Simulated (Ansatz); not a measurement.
`[F][Al]([SH])[Cl]` + SiH₄ → `[F][Al]([SiH3])[SH]` + HCl at 298.15 K and 1 bar (formal exchange of groups at the Al–Cl bond).

Program: Ansatz. Geometries: PBE0-D4/def2-TZVP. ΔE: electronic, gas phase. CBS: MP2 limit from def2 TZ/QZ plus the TZ coupled-cluster correction, frozen cores. This one scheme is used for every species. Each species was taken in one conformer, which may not be the lowest.

```tsv
species	CCSD(T)/CBS energy (Eh)	H − E (kJ/mol)	S (J/(mol·K))
`[F][Al]([SH])[Cl]`	-1200.16071	54.0	326.7
SiH₄	-291.46306	92.1	204.8
`[F][Al]([SiH3])[SH]`	-1031.18548	118.6	366.0
HCl	-460.38127	26.6	186.8
```

H − E and S are ideal-gas, rigid-rotor, harmonic terms from PBE0-D4/def2-TZVP, for one conformer and one mirror image of each species. 1 Eh = 2625.50 kJ/mol, R = 8.31446 J/(mol·K).

By hand: ΔE, ΔH, ΔS and ΔG.

ΔE = (-1031.18548) + (-460.38127) − (-1200.16071) − (-291.46306) = 0.05702 Eh = 149.7 kJ/mol. Δ(H − E) = 118.6 + 26.6 − 54.0 − 92.1 = -0.9, so ΔH = 148.8 kJ/mol. ΔS = 366.0 + 186.8 − 326.7 − 204.8 = 21.3 J/(mol·K). ΔG = 148.8 − 298.15 × (21.3)/1000 = 142.4 kJ/mol.

By hand: the equilibrium constant, and the temperature at which ΔG would vanish if ΔH and ΔS stayed fixed.

log₁₀ K = −ΔG/(RT ln 10) = -24.9. ΔG = 0 at ΔH/ΔS = 6986 K, far beyond where these terms or the molecules hold.

ΔH outweighs TΔS. A doubt of 5 kJ/mol in ΔE shifts log₁₀ K by 0.9 here. Other conformers and mirror images would add mixing entropy, several J/(mol·K) or more a flexible species. Modes under 60 cm⁻¹, often nearly free rotors, make the harmonic entropy too high. These are equilibria of isolated gas molecules and say nothing of rates. Largest T1 diagnostic: 0.013 (customary marks: 0.02 for closed shells, 0.045 for open ones).
